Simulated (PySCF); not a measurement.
BeF2.

```xyz
3

Be     0.0000     0.0000     0.0000
F      0.0000     0.0000    -1.3818
F      0.0000     0.0000     1.3818
```
Charge 0, spin multiplicity 1.

Geometry: r2SCAN-D4/def2-TZVP. The isomer is the one that the SMILES or the coordinates give; other isomers of the formula were not compared.

These are PBE0/pcSseg-2 run with PySCF values and carry that method's errors. Non-relativistic, no solvent.

**Question.** Give the absolute GIAO shielding of each atom: isotropic value and principal components (ppm). (The exact figures need the calculation; the answer reports its results.)

**Answer.** 
```csv
atom,σ(iso),σ11,σ22,σ33,span
Be1,105.7,77.3,77.3,162.7,85.4
F2,382.5,332.3,332.3,483.0,150.7
F3,382.5,332.3,332.3,483.0,150.7
```
